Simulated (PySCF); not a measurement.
This script is equivalent to a calculation on Cu+ (copper, charge +1).

```python
from pyscf import gto, scf, dft, mp, cc
import basis_set_exchange as bse
mol = gto.M(atom="Cu 0 0 0", charge=1, spin=0, symmetry="D2h",
            basis=gto.basis.parse(bse.get_basis("x2c-SVPall", elements=["Cu"], fmt="nwchem", header=False)),
            nucmod="G")
mf = dft.UKS(mol, xc="LDA,VWN").sfx2c1e()
mf.irrep_nelec = {'Ag': (5, 5), 'B1g': (1, 1), 'B2g': (1, 1), 'B3g': (1, 1), 'B1u': (2, 2), 'B2u': (2, 2), 'B3u': (2, 2)}
mf.kernel()
```

(1) What total energy does it give?

(2) Which occupied shell lies highest, and where?

Results:

(1) -1651.279 hartree (calculated).

(2) 3d, at -14.101 eV.
